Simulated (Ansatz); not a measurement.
Saddle point of GeNH7S, closed shell (GeNH₅ ([NH2][GeH3]) + H₂S → GeH₄S ([SH][GeH3]) + NH₃; bonds formed: Ge1–S7, N2–H6; bonds broken: Ge1–N2, H6–S7), PBE0-D4/def2-TZVP structure:

Ge1  (-1.012, 0.452, -0.113)
N2  (0.203, -0.922, 0.643)
H3  (-1.470, 0.065, -1.512)
H4  (-2.193, 0.112, 0.858)
H5  (-0.561, 1.864, 0.232)
H6  (1.028, -0.731, -0.044)
S7  (1.544, 0.446, -1.531)
H8  (0.461, -0.740, 1.609)
H9  (-0.161, -1.868, 0.575)
H10  (2.159, 1.322, -0.718)
(Å)

Energies are electronic, without zero-point energy. Barriers and step energies count from the start structure reached by relaxing down the imaginary mode; all methods use the PBE0-D4 structures, on which another method's saddle can fall below an end. Computed with Ansatz 0.2.0 (basis: def2-TZVPP, with def2-QZVPP for the basis limit); correlated methods freeze the cores. Filled d shells of the heavier atoms are correlated. The def2 sets are not built for correlating such inner shells, so the correlated values are less sure here. B3LYP uses VWN-RPA correlation. Extrapolation: Hartree–Fock as exp(−7.88 √X), correlation as X^−2.97.

```tsv
method	barrier (kJ/mol)	step energy (kJ/mol)
SPW92	35.0	-53.5
PBE-D4	?	-56.4
BLYP-D4	63.7	-50.0
r2SCAN-D4	?	-54.5
B97M-V	71.8	-54.1
PBE0-D4	59.4	-56.4
B3LYP-D4	69.1	-50.7
r2SCAN0-D4	64.0	-55.0
BHLYP-D4	76.5	-50.6
CAM-B3LYP-D4	76.3	-46.7
wB97X-V	75.7	-49.0
wB97M-V	70.3	-50.4
B2PLYP	?	-49.6
PBE-QIDH	68.2	-53.5
RPA on PBE	85.0	-42.7
HF	103.2	-46.9
MP2	74.7	-49.1
CCSD	84.8	-45.9
CCSD(T)	79.2	-46.8
```

Q: Fill in the withheld barriers. (An estimate is asked for; the value comes from the calculation.)

A: Computed: B2PLYP 76.2; PBE-D4 52.3; r2SCAN-D4 59.8 kJ/mol. Each is the energy of the saddle less that of the start structure, by the same method.

For comparison, the barrier by CCSD(T) at an estimated basis limit (MP2 extrapolated from triple and quadruple zeta, plus CCSD(T) − MP2 in triple zeta) is 73.6 kJ/mol.

The T1 diagnostic stays at or below 0.012.

Exchanges of this kind with a chalcogen hydride build sulfide and selenide films.

Labels in which every atom is bracketed show which atoms are joined, not bond orders.

For scale, one of the runs: CCSD(T)/def2-TZVPP, 219 basis functions (an equivalent command: `ansatz run in.yaml --threads 4`). Hardware: 4 CPU threads, shared host. Wall time 87 s; peak host memory 3.2 GiB.
